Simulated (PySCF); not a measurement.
A TDDFT job, as run on `BCCBB(Cl)Cl`.

Level of theory: TDDFT PBE0/def2-SVPD, vertical, gas phase, core orbitals frozen in the response (PySCF).

Input of the driver that calls PySCF (job settings, then Cartesian coordinates in Å):

```
{"job": {"kind": "uv", "xc": "PBE0", "basis": "def2-SVPD", "nstates": 8, "ntriplets": 3}, "charge": 0, "multiplicity": 1}
B     -2.0617    -1.2137     0.6391
C     -0.6122    -0.6871     0.3567
C     -0.4821     0.6706    -0.3539
B      0.9673     1.2243    -0.6212
B      2.3435     0.4945    -0.0403
Cl     3.2069    -0.7102    -0.9385
Cl     3.0079     0.8832     1.5138
H     -3.0072    -0.6153     0.2994
H     -2.1952    -2.2303     1.2015
H     -0.0563    -0.6491     1.2993
H     -0.0818    -1.4431    -0.2323
H     -1.0073     1.4279     0.2393
H     -1.0434     0.6344    -1.2923
H      1.0209     2.2133    -1.2526
```

The self-consistent field part of the output:

```
coarse grid: 13024 points
cycle   1  E = -1074.3611666013  dE =  5.098e-01  |g| = 3.589e-01  |ddm| = 5.391e+00
cycle   2  E = -1074.3569959322  dE =  4.171e-03  |g| = 3.933e-01  |ddm| = 1.349e+00
cycle   3  E = -1074.3985825149  dE = -4.159e-02  |g| = 4.490e-02  |ddm| = 6.077e-01
cycle   4  E = -1074.3991248240  dE = -5.423e-04  |g| = 1.707e-02  |ddm| = 1.199e-01
cycle   5  E = -1074.3992067700  dE = -8.195e-05  |g| = 6.148e-03  |ddm| = 4.481e-02
cycle   6  E = -1074.3992173041  dE = -1.053e-05  |g| = 9.288e-04  |ddm| = 1.306e-02
cycle   7  E = -1074.3992175302  dE = -2.261e-07  |g| = 2.146e-04  |ddm| = 2.237e-03
final grid: 117136 points
cycle   8  E = -1074.5131363384  dE = -4.047e-05  |g| = 6.172e-03  |ddm| = 9.729e-02
cycle   9  E = -1074.5131338491  dE =  2.489e-06  |g| = 6.999e-03  |ddm| = 1.958e-02
cycle  10  E = -1074.5131472022  dE = -1.335e-05  |g| = 6.180e-04  |ddm| = 9.076e-03
cycle  11  E = -1074.5131473068  dE = -1.046e-07  |g| = 1.069e-04  |ddm| = 1.571e-03
cycle  12  E = -1074.5131473092  dE = -2.315e-09  |g| = 6.025e-05  |ddm| = 3.465e-04
cycle  13  E = -1074.5131473102  dE = -1.090e-09  |g| = 1.265e-05  |ddm| = 1.372e-04
cycle  14  E = -1074.5131473103  dE = -4.002e-11  |g| = 2.667e-06  |ddm| = 3.403e-05
converged SCF energy = -1074.5131473103
```

Q: What follows in the output?

A: 
```
Static polarisability (au): isotropic 92.471, principal 84.690 87.694 105.027

Singlet excitations
state   eV       nm        f      main configurations
  1   4.8576    255.2   0.00332   H->L 0.89
  2   5.1343    241.5   0.00031   H-1->L 0.94
  3   5.2142    237.8   0.00772   H->L+1 0.95
  4   5.5889    221.8   0.00142   H-1->L+2 0.78, H->L+2 0.11
  5   5.7535    215.5   0.00014   H-3->L 0.38, H-3->L+2 0.31, H->L+2 0.20
  6   5.9741    207.5   0.00015   H-2->L+1 0.94
  7   6.0500    204.9   0.01817   H-1->L+1 0.78, H-2->L 0.14
  8   6.1117    202.9   0.00034   H->L+2 0.58, H-3->L 0.19

Triplet excitations (Tamm-Dancoff, eV): 4.1287 4.5127 4.6398
```

The SCF starts on a coarse grid; the energy jumps when the final grid takes over, and dE counts afresh there. The run used 210 basis functions and 14 SCF iterations for the ground state.

Q: What frontier levels and dipole did the ground state of this run have?

A: HOMO -8.27 eV, LUMO -1.90 eV, dipole 1.02 D.

The structure is a single GFN2-xTB conformer in the gas phase; no vibrational or solvent corrections.
